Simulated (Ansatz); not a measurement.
Cost and result up the ladder for Ag2Au (3 atoms). Charge 0, multiplicity 2. Geometry: r2SCAN-D4/def2-TZVP.

```tsv
atom	x (Å)	y (Å)	z (Å)
Au1	0.709	-0.906	1.069
Ag2	-1.471	0.358	0.125
Ag3	0.762	0.548	-1.194
```

Ansatz on 4 threads of Arm Neoverse V1 on a shared host. Times are rough, and most runs start from the orbitals of an earlier one. ωB97M-V/def2-TZVP serves as the yardstick here, not as an exact answer. Differences are given only for rows in sets of like size (and for xTB, whose basis is part of the method), since another set adds its own error. Binding counts from free atoms at the same level (Au doublet, Ag doublet; other spins of the atoms weren't run), without zero-point energy or a counterpoise term.

In the def2 sets Ag, Au take a core potential; there is no spin–orbit coupling. Correlated methods freeze no core orbitals; core or outer-core shells of Au, Ag are correlated, in sets that lack core-valence functions. The structure comes from a short search, and lower isomers may exist.

Correlated methods converge slowly with the basis.

| level | functions | wall time | binding energy per atom (eV) | difference from ωB97M-V/def2-TZVP (eV) |
| --- | --- | --- | --- | --- |
| LDA (SPW92)/def2-TZVP | 120 | 1.1 s | 1.43 | 0.46 |
| PBE-D4/def2-SVP | 94 | 1.9 s | 1.09 | – |
| BLYP-D4/def2-TZVP | 120 | 2.2 s | 1.01 | 0.03 |
| PBE-D4/def2-TZVPD | 123 | 2.5 s | 1.11 | 0.13 |
| PBE0-D4/def2-TZVPD | 123 | 2.6 s | 0.98 | 0.00 |
| PBE-D4/def2-TZVP (with forces) | 120 | 2.6 s | 1.11 | 0.13 |
| PBE0-D4/def2-SVP | 94 | 2.9 s | 0.96 | – |
| RPA@PBE/def2-TZVP | 120 | 4.7 s | 0.87 | -0.10 |
| r2SCAN-D4/def2-TZVP | 120 | 5.5 s | 1.14 | 0.16 |
| r2SCAN-D4/def2-TZVPD | 123 | 6 s | 1.15 | 0.17 |
| r2SCANh-D4/def2-TZVP | 120 | 6 s | 1.08 | 0.11 |
| r2SCAN0-D4/def2-TZVP | 120 | 7.5 s | 1.00 | 0.03 |
| PBE0-D4/def2-TZVP | 120 | 10 s | 0.98 | 0.00 |
| ωB97M-V/def2-TZVP | 120 | 18 s | 0.98 | 0.00 |
